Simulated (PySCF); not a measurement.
Molecule: SMILES P1C(C=C)=C(F)CC1, C₆H₈FP.

Bonds (- single, = double, # triple, : aromatic): C1=C2, C2-C3, C3=C4, C4-F5, C4-C6, C6-C7, C7-P8, P8-C3. C1 carries H9, H10; C2 carries H11; C6 carries H12, H13; C7 carries H14, H15; P8 carries H16. H10 is cis to C3; H9 is trans to C3.

Frames of a GFN2-xTB Langevin trajectory at 400 K; GIAO PBE0/pcSseg-1 shieldings in PySCF, gas phase, non-relativistic; equivalent atoms averaged within each frame.

Scale: TMS for ¹³C (186.93 ppm), ¹H (31.72 ppm); CFCl3 for ¹⁹F (170.95 ppm); ³¹P (318.38 ppm) against H3PO4 (reference shieldings calculated alike). The references are static minima.

Question: How do the shifts (ppm) fluctuate along the trajectory?

Answer: 
| time (fs) | C4 | C2 | C1 | C3 | C6 | C7 | F5 | P8 | H11 | H10 |
| --- | --- | --- | --- | --- | --- | --- | --- | --- | --- | --- |
| optimised geometry | 172.8 | 135.9 | 124.7 | 118.8 | 38.9 | 17.7 | -99.1 | -93.6 | 7.10 | 5.70 |
| 250 | 164.7 | 132.8 | 123.8 | 118.4 | 37.9 | 7.4 | -103.1 | -48.7 | 6.82 | 5.58 |
| 425 | 169.0 | 129.1 | 125.7 | 98.4 | 45.6 | 30.8 | -84.3 | -88.5 | 6.13 | 5.26 |
| 625 | 167.5 | 135.1 | 116.9 | 113.4 | 39.4 | 6.9 | -109.8 | -92.6 | 6.35 | 5.59 |
| 800 | 168.8 | 139.1 | 130.4 | 112.8 | 40.1 | 29.7 | -83.2 | -89.2 | 6.78 | 5.47 |
| 1000 | 171.1 | 136.4 | 125.3 | 112.3 | 39.5 | 9.7 | -101.0 | -93.0 | 6.70 | 6.33 |
| mean of frames | 168.2 | 134.5 | 124.4 | 111.1 | 40.5 | 16.9 | -96.3 | -82.4 | 6.56 | 5.65 |
| standard deviation | 2.4 | 3.8 | 4.9 | 7.5 | 2.9 | 12.2 | 11.9 | 18.9 | 0.30 | 0.40 |

5 frames give an uncertainty of the mean of about the standard deviation over 2.2 at best, since frames this close in time may not be independent; classical motion lacks zero-point vibration, and the reference would need the same averaging.
